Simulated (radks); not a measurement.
Radial electron density D(r) = 4 pi r^2 rho(r) of an atom or ion with 1 electrons. Method: Dirac Kohn-Sham, LDA (Slater exchange, VWN5 correlation), spin-unpolarised, spherical densities, point nucleus; computed with a radial shooting solver on a logarithmic mesh with Libxc functionals.

r (bohr),D(r) (e/bohr)
0.03287,0.1187
0.03983,0.1647
0.04826,0.2259
0.05848,0.3054
0.07085,0.4056
0.08585,0.5273
0.104,0.6679
0.126,0.8196
0.1527,0.9675
0.1851,1.089
0.2242,1.158
0.2717,1.147
0.3292,1.042
0.3989,0.8537
0.4833,0.6236
0.5856,0.4150
0.7096,0.2876
0.8597,0.2642
1.042,0.3127
1.262,0.3617
1.529,0.3473
1.853,0.2596
2.245,0.1447
2.721,0.05738
3.297,0.01528
3.994,0.002547
4.84,0.0002437

What is the nuclear charge?

Answer. Z = 4. The innermost maximum, from 1s, lies near gamma/Z bohr with gamma = sqrt(1 - (Z/c)^2) = 1.000, here 0.25 bohr (found: 0.241), and its height grows with Z. The density is that of the beryllium ion Be3+ in 1s0.5 2s0.5; the configuration itself is not fixed sharply by these data. D(r) has 2 maxima, at r = 0.241, 1.35 bohr, and minima at 0.819 bohr, inside which lie 0.52 electrons.
